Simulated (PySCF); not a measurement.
Mapped SMILES: `[SiH3:1][NH:2][B:3]1[CH2:4][CH2:5][CH2:6][CH2:7][CH2:8]1` (H(Xn): hydrogen on atom n).

Geometry: PBE0-D3(BJ)/def2-SVP; GIAO shifts from PySCF 2.14, gas phase, non-relativistic, averaged over equivalent atoms.

At HF/pcSseg-1 (213 basis functions, 42 s wall time on 1 thread of an AMD EPYC, shared host):
| atoms | δ (ppm) |
| --- | --- |
| Si1 | -57.2 |
| N2 | 78.5 |
| B3 | 52.6 |
| C6 | 27.1 |
| C5/C7 | 24.2 |
| C4/C8 | 18.1 |
| H(Si1) | 4.32 |
| H(N2) | 2.50 |
| H(C5)/H(C7) | 1.27 |
| H(C6) | 1.25 |
| H(C4)/H(C8) | 0.57 |

Scale: 29Si (393.43 ppm) and 13C (190.85 ppm) and 1H (31.69 ppm) vs TMS; NH3 for 15N (265.72 ppm); 11B (115.29 ppm) against BF3·OEt2 (reference shieldings calculated alike).

Estimate the result of repeating the calculation with PBE0/pcSseg-1.

Results:


```csv
atoms,δ at PBE0/pcSseg-1,change
Si1,-60.6,-3.4
N2,96.5,+18.0
B3,51.0,-1.6
C6,30.7,+3.6
C5/C7,28.3,+4.1
C4/C8,21.8,+3.7
H(Si1),4.71,+0.39
H(N2),2.94,+0.44
H(C5)/H(C7),1.50,+0.23
H(C6),1.42,+0.17
H(C4)/H(C8),0.79,+0.22
```

δ = σ(ref) − σ, references computed at the same level: 29Si (σref 351.99), 13C (σref 184.41), 1H (σref 31.27) vs TMS; NH3 for 15N (σref 265.67); 11B (σref 100.73) against BF3·OEt2.

The largest change is at N2 (nitrogen bonded to B, Si, H). Cost: 213 basis functions, 78 s wall time on 1 thread of an AMD EPYC, shared host. The order of the carbon signals is the same at both levels.

A carbon bonded to boron is broadened by the quadrupolar boron nucleus and is often missing from a measured spectrum. Experimental scales use liquid or dissolved standards, which lie at an offset from isolated NH3 (liquid NH3: subtract about 20 ppm).
